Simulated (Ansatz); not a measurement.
Stepwise reaction of `C[NH][GeH]([F])[F]` with hydrogen, as a gas-phase model of exchange steps in deposition or etching. ΔE in kJ/mol; ΔG adds harmonic PBE0-D4 terms to CCSD(T)/CBS, at 1 bar.

Gas-phase electronic energies from Ansatz, PBE0-D4/def2-TZVP geometries. CCSD(T)/CBS is the MP2 limit (def2-TZVPP, def2-QZVPP) plus CCSD(T) − MP2 in def2-TZVPP, frozen cores. This one scheme is used for every species. Functionals use def2-TZVPP. B3LYP here is the variant with VWN-RPA as its local correlation; programs differ in this. For Ge outer-core shells are correlated without core-valence functions, which leaves a few kJ/mol of doubt a bond. Scalar relativity is left out up to krypton. One conformer a species, not always the lowest.

| step | reaction | PBE-D4 | B3LYP-D4 | ωB97M-V | CCSD(T)/CBS | ΔG(600 K) |
| --- | --- | --- | --- | --- | --- | --- |
| 1 | `C[NH][GeH]([F])[F]` + H₂ → `C[NH][GeH2][F]` + H–F | 52.3 | 57.1 | 57.3 | 51.4 | 51.5 |

(1) Give the row of step 2, `C[NH][GeH2][F]` + H₂ → `C[NH][GeH3]` + H–F. (Estimate.)

(2) By hand: ΔE of the 2 steps together at CCSD(T)/CBS.

## Answers

(1) Ansatz gave: 
| step | reaction | PBE-D4 | B3LYP-D4 | ωB97M-V | CCSD(T)/CBS | ΔG(600 K) |
| --- | --- | --- | --- | --- | --- | --- |
| 2 | `C[NH][GeH2][F]` + H₂ → `C[NH][GeH3]` + H–F | 60.8 | 65.7 | 64.5 | 58.5 | 55.3 |

(2) (51.4) + (58.5) = 109.9 kJ/mol, or 55.0 kJ/mol a step.

In ΔE each step is higher than the one before. All are uphill at CCSD(T)/CBS. ΔG lies between 51.5 and 55.3 kJ/mol a step. PBE-D4 differs from CCSD(T)/CBS by 0.9 to 2.3 kJ/mol a step. Isolated molecules leave out the surface, adducts and barriers. Largest T1 diagnostic: 0.012.
